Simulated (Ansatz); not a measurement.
Ideal-gas functions of `COC(=N)I` at 500 K and 1 bar, from an Ansatz frequency run at PBE0-D4/def2-TZVP.

Molar mass 184.96 g/mol, point group Cs (symmetry number 1), electronic degeneracy 1, moments of inertia 58.357, 381.414, 436.538 u Å². Harmonic wavenumbers (cm⁻¹, unscaled): 123, 218, 223, 328, 363, 562, 726, 799, 960, 1093, 1167, 1209, 1228, 1457, 1486, 1496, 1735, 3042, 3115, 3179, 3509.

Use S(trans) = R[1.5 ln M + 2.5 ln T − 1.1517]; rotational temperatures θ = 24.2544 K / I; S(rot) = R[ln(√π/σ · √(T³/θAθBθC)) + 1.5]; for each mode x = 1.438777 ν̃/T, S = R[x/(eˣ − 1) − ln(1 − e⁻ˣ)] and H = RT x/(eˣ − 1); 1 cm⁻¹ = 0.0119627 kJ/mol; R = 8.31446 J/(mol·K).

Problem. By hand: the entropy, in J/(mol·K).

Solution. Translation 184.7. Rotation: θ = 0.4156, 0.0636, 0.0556 K, giving 121.9. Vibration, mode by mode: 16.99, 12.33, 12.14, 9.10, 8.32, 5.17, 3.55, 3.01, 2.09, 1.54, 1.30, 1.18, 1.13, 0.66, 0.62, 0.60, 0.34, 0.01, 0.01, 0.01, 0.00, in all 80.1. Electronic 0.0. Sum 386.7 J/(mol·K).

Problem. By hand: H − E and G − E in kJ/mol, counted from the electronic energy.

Solution. Zero-point energy ½ × 28018 × 0.0119627 = 167.6; thermal vibration 21.9; translation, rotation and pV give 4 RT = 16.6. H − E = 206.1 kJ/mol, and G − E = 206.1 − 500 × 386.7/1000 = 12.8 kJ/mol.

Vibration gives 21 % of the entropy, 17.0 J/(mol·K) of it from the mode under 150 cm⁻¹: soft modes count most, and the harmonic formula is weakest for them. The sum counts one conformer and one mirror image; others add a mixing term.
